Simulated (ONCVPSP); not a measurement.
**What one change does to a pseudopotential (W, ONCV)**

ONCVPSP 4.0.1 input, shortened (lines: element, Z, core and valence counts, functional; n l f; lmax; l rc ep ncon nbas qcut; lloc lpopt rc5 dvloc0; l nproj debl; icmod fcfact rcfact), PBEsol, scalar-relativistic:

```
  W 74.00   12    2  -116133      upf
    1    0    2.00
    2    0    2.00
    2    1    6.00
    3    0    2.00
    3    1    6.00
    3    2   10.00
    4    0    2.00
    4    1    6.00
    4    2   10.00
    4    3   14.00
    5    0    2.00
    5    1    6.00
    5    2    5.00
    6    0    1.00
    2
    0    2.90    0.00    4    8    1.90
    1    2.65    0.10    3    6    3.00
    2    2.55    0.00    3    7    6.30
    4    5    1.80    0.00
    0    2    3.70
    1    2    3.60
    2    1    0.80
    3    1.75    1.30
```

In the p channel the program set the typed energies aside and used 0.050, 3.650 Ha.

Change: local potential polynomial inside 2.30 bohr (lpopt 5, dvloc0 0 Ha).

Cutoffs: the cutoffs (Ha) at which the residual kinetic energy of the hardest occupied pseudo-wave falls to 1 and 0.1 mHa per electron; they do not see the model core or the augmentation charge, which bear on the density cutoff. Errors are all-electron minus pseudo energies relative to the spin-unpolarised reference configuration.

**Question.** What does the change do?

**Answer.** The potential gets neither clearly harder nor softer (12 Ha and 19 Ha → 12 Ha and 19 Ha); the lowest positive-energy flag moves from s at 35.7 eV to s at 77.1 eV; of the 4 tests that both files solve, the error grows in 2 and shrinks in 1 by more than 15 % and 0.3 meV (median size 15.6 → 18.3 meV); neither file shows a bound ghost.

```tsv
quantity	base	changed
cutoff, loose	12 Ha	12 Ha
cutoff, tight	19 Ha	19 Ha
bound ghosts	none	none
GHOST(+) flags under 300 eV	s at 35.7 eV, p at 79.1 eV	s at 77.1 eV, p at 104.2 eV
error for 5d4 6s2, meV [ΔE -1.54 eV]	+5.2	+3.7
error for 5d4 6s1, meV [ΔE 7.38 eV]	-5.4	-8.3
error for 5d4 6s0, meV [ΔE 23.08 eV]	-31	-36
error for 5d4 6s1 6p1, meV [ΔE 3.00 eV]	-26	-28
s: phases at 2.95 bohr within 0.05 rad from the reference energy up to (Ha; the scan ends near 5)	0.9	1.2
p: phases at 2.70 bohr within 0.05 rad from the reference energy up to (Ha; the scan ends near 5)	2.0	3.0
d: phases at 2.59 bohr within 0.05 rad from the reference energy up to (Ha; the scan ends near 5)	1.2	1.0
rms error of d²Exc/dni dnj with the model core, mHa	3.96	3.96
```
